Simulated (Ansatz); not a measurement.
`O[AsH]O` + SiH₄ → `O[AsH][SiH3]` + H₂O at 400 K and 1 bar (formal exchange of groups at the As–O bond).

Calculated with Ansatz (gas phase, PBE0-D4/def2-TZVP geometries, no zero-point term in ΔE). CCSD(T)/CBS adds triple-zeta CCSD(T) − MP2 to the extrapolated MP2 energy (def2 sets, frozen cores). This one scheme is used for every species. For As outer-core shells are correlated without core-valence functions, which leaves a few kJ/mol of doubt a bond. Scalar relativity is left out up to krypton. One conformer a species, not always the lowest.

```csv
species,CCSD(T)/CBS energy (Eh),H − E (kJ/mol),S (J/(mol·K))
`O[AsH]O`,-2387.17262,117.6,313.2
SiH₄,-291.46306,96.9,218.6
`O[AsH][SiH3]`,-2602.26090,151.1,355.8
H₂O,-76.37941,69.8,198.6
```

H − E and S are ideal-gas, rigid-rotor, harmonic terms from PBE0-D4/def2-TZVP, for one conformer and one mirror image of each species. 1 Eh = 2625.50 kJ/mol, R = 8.31446 J/(mol·K).

**Question.** By hand: ΔE, ΔH, ΔS and ΔG.

**Answer.** ΔE = (-2602.26090) + (-76.37941) − (-2387.17262) − (-291.46306) = -0.00463 Eh = -12.2 kJ/mol. Δ(H − E) = 151.1 + 69.8 − 117.6 − 96.9 = 6.4, so ΔH = -5.8 kJ/mol. ΔS = 355.8 + 198.6 − 313.2 − 218.6 = 22.6 J/(mol·K). ΔG = -5.8 − 400 × (22.6)/1000 = -14.8 kJ/mol.

**Question.** By hand: the equilibrium constant, and the temperature at which ΔG would vanish if ΔH and ΔS stayed fixed.

**Answer.** log₁₀ K = −ΔG/(RT ln 10) = 1.9. ΔH and −TΔS have one sign here, so there is no such temperature.

TΔS isn't small against ΔH here. A doubt of 5 kJ/mol in ΔE shifts log₁₀ K by 0.7 here. Other conformers and mirror images would add mixing entropy, several J/(mol·K) or more a flexible species. These are equilibria of isolated gas molecules and say nothing of rates. Largest T1 diagnostic: 0.013 (customary marks: 0.02 for closed shells, 0.045 for open ones).
